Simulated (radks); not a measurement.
The manganese ion Mn2+, configuration [Ar] 3d5. All-electron calculation, scalar-relativistic Kohn-Sham, Slater X-alpha with alpha = 0.848, spin-polarised, spherical densities, point nucleus; open shells are filled with parallel spins first. Program: a radial shooting solver on a logarithmic mesh with Libxc functionals. Some entries of the table are withheld. Estimate them.

| orbital | occ. | eigenvalue (eV) | <1/r> (bohr^-1) | r(max) (bohr) |
|---|---|---|---|---|
| 1s down | 1 | -6483.525 | 24.94 | 0.03985 |
| 1s up | 1 | -6483.505 | 24.94 | 0.03985 |
| 2s up | 1 | -772.7776 | 5.318 | 0.2319 |
| 2s down | 1 | -769.3942 | 5.334 | 0.2316 |
| 2p up | 3 | -660.8766 | 5.227 | 0.1873 |
| 2p down | 3 | -658.2857 | 5.242 | 0.1870 |
| 3s up | 1 | -109.2503 | 1.675 | 0.7320 |
| 3s down | 1 | -101.4448 | 1.665 | 0.7331 |
| 3p up | 3 | -78.0372 | 1.543 | 0.7451 |
| 3p down | 3 | -70.3621 | 1.530 | 0.7472 |
| 3d up | 5 | -29.0866 | 1.214 | (1) |
| 3d down | 0 | -21.8023 | 1.171 | (2) |

Answer. 
(1) 3d up r(max) (bohr): 0.7410
(2) 3d down r(max) (bohr): 0.7542
